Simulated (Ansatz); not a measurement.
Q: Name a neutral molecule of Al, B, O, Si, Te and H with HOMO–LUMO gap (PBE0/def2-TZVPP) between 4.85 and 5.15 eV and HOMO energy (ωB97M-V/def2-TZVPP) between -8.25 and -7.95 eV (Ansatz, PBE0-D4/def2-TZVP geometry).

A: `O[B]1[SiH2][Al]1[TeH]` (4.92 eV, -8.07 eV). Other molecules can fit too; these were computed, each in one conformer that needn't be the lowest.
